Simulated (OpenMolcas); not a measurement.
# Kr IV: effect of the active space

```json
{
  "Program": "OpenMolcas",
  "Method": "SS-CASPT2 or its RAS form, IPEA 0.25 Eh, imaginary shift 0.1 Eh",
  "Basis": "ANO-RCC-VTZP",
  "Scalar Hamiltonian": "DKH2, point nucleus",
  "Spin-orbit coupling": "RASSI with atomic mean-field integrals over the reference wave functions, term energies averaged over their components"
}
```

A. 3 electrons in 3 orbitals (4p); 2S+1 = 4 odd, 1 root; 2S+1 = 2 odd, 8 roots; closed shells correlated: 3d 4s; CASPT2 step roughly 0.8 core-seconds
B. 5 electrons in 9 orbitals (RAS2 4s 4p; RAS3 4d, at most 2 electrons); 2S+1 = 4 odd, 1 root; 2S+1 = 2 odd, 11 roots; 2S+1 = 4 even, 3 roots; 2S+1 = 2 even, 9 roots; closed shells correlated: 3d; CASPT2 step roughly 14 core-seconds

Energies in cm⁻¹ above 4s² 4p³ ⁴S°_3/2, the measured ground level; measured values from Saloman, J. Phys. Chem. Ref. Data 36, 215 (2007).

```json
{"Level": "4s² 4p³ ⁴S°_3/2", "A": "0.0", "B": "0.0", "Measured": "0.0"}
{"Level": "4s² 4p³ ²D°_3/2", "A": "18570", "B": "18460", "Measured": "17038"}
{"Level": "4s² 4p³ ²D°_5/2", "A": "19900", "B": "19790", "Measured": "18700"}
{"Level": "4s² 4p³ ²P°_1/2", "A": "33330", "B": "32710", "Measured": "31056"}
{"Level": "4s² 4p³ ²P°_3/2", "A": "35180", "B": "34480", "Measured": "33406"}
```

Deviations, from unrounded energies. A percentage is the sum of absolute deviations over the sum of measured energies, with the sign that they share, or ± where signs differ.

```
                        Against measurement  Levels     A     B
             mean absolute deviation (cm-1)       4  1700  1300
other terms of the ground configuration (%)       4  +6.8  +5.2
```

B lies closest to measurement on these levels. The largest miss of B in the table is 4s² 4p³ ²P°_1/2, by +1700 cm-1. The ranking rests on the paired levels alone, and a cruder setting can come out closer through cancelling errors.

Between A and B the level of the table that moves most is 4s² 4p³ ²P°_3/2, by 700 cm-1 (lowest in B, highest in A). Moves below CASPT2's spread within the term are not significant.

CASPT2 does not keep the components of a term degenerate, so their means are used; among the terms shown or strongly mixed into the levels shown the widest spread is 180 cm-1 (4s² 4p³ ²D°, A). With the s shell closed, the reference lacks s² → p² mixing (holds for A). The run also gave levels led by 4s² 4p² 4d, which use shells meant for correlation; these and all levels above them are left out (holds for B). Computed and measured levels are paired by configuration, term and J; levels that our copy of the source lacks, or whose pairing is in doubt (as where it misses far off the trend of its configuration), stay unpaired and out of the deviations. Levels of configurations outside the active space are missing. The table leaves out levels that lie high or whose names do not pair safely across all columns.

° marks odd parity.
